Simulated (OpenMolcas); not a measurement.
Ar III: Slater's ratio, the spin-orbit constant, worked from levels

```yaml
Program: OpenMolcas
Basis: ANO-R2 [5s4p3d1f]
Scalar_Hamiltonian: X2C, finite nucleus
Active_space: 6 electrons in 4 orbitals (3s 3p)
State_averaging: 2S+1 = 3 even, 3 roots; 2S+1 = 1 even, 6 roots; 2S+1 = 3 odd, 3 roots; 2S+1 = 1 odd, 3 roots
Spin-orbit_coupling: state interaction with AMFI integrals over the reference wave functions, term energies averaged over their components
```

Methods: CASSCF; SS-CASPT2, IPEA 0.25 Eh, imaginary shift 0.1 Eh (closed shells correlated: 2s 2p). Measured levels: Saloman, J. Phys. Chem. Ref. Data 39, 033101 (2010).

**Slater's ratio.** With one set of orbitals, p4 has ¹D - ³P = 6 F2 and ¹S - ¹D = 9 F2 (F2 = F²/25), a ratio of 3/2. Term energies are centres of gravity, weighted by 2J + 1.

| Source | ¹D - ³P | ¹S - ³P | F2 from the first | Ratio |
| --- | --- | --- | --- | --- |
| CASSCF | 16451 | 31126 | 2742 | 0.892 |
| SS-CASPT2 | 14054 | 33382 | 2342 | 1.375 |
| measured | 13465 | 32721 | 2244 | 1.430 |

Energies in cm-1. A ratio away from 3/2 shows effects beyond one configuration with one set of orbitals, and in heavier atoms second-order spin-orbit shifts. In CASSCF the valence s occupation is 1.94 in ¹S against 2.00 in ¹D: mixing out of s² acts most on ¹S and pulls it down.

**The spin-orbit constant.** For the Hund term ³P of p4, E(J) = (A/2) J(J+1) + constant and ζ = -2S·A = -2A. From J = 0 to J = 2 the energy changes by 3 A.

| Source | E(2) - E(0) | A | ζ |
| --- | --- | --- | --- |
| CASSCF | -1471.6 | -490.5 | 981 |
| SS-CASPT2 | -1481.0 | -493.7 | 987 |
| measured | -1570.2 | -523.4 | 1047 |

All in cm-1. SS-CASPT2 is off by -5.7 % and CASSCF by -6.3 %. Both methods take the spin-orbit matrix elements from the reference wave functions, so the second can move ζ only through the term energies and any multistate remixing. Second-order mixing with other terms is absorbed into this ζ.

CASPT2 breaks the degeneracy within a term, and the mean is taken; among the terms shown or strongly mixed into the levels shown the widest spread is 160 cm-1 (3s² 3p⁴ ¹D, SS-CASPT2). Over all roots computed the reference weight is 0.87 to 0.96 in SS-CASPT2; the roots of lowest weight are the least certain, and an intruder state may touch them. Computed and measured levels are paired by configuration, term and J; levels that our copy of the source lacks, or whose pairing is in doubt (as where it misses far off the trend of its configuration), stay unpaired and out of the deviations. Levels of configurations outside the active space are missing.
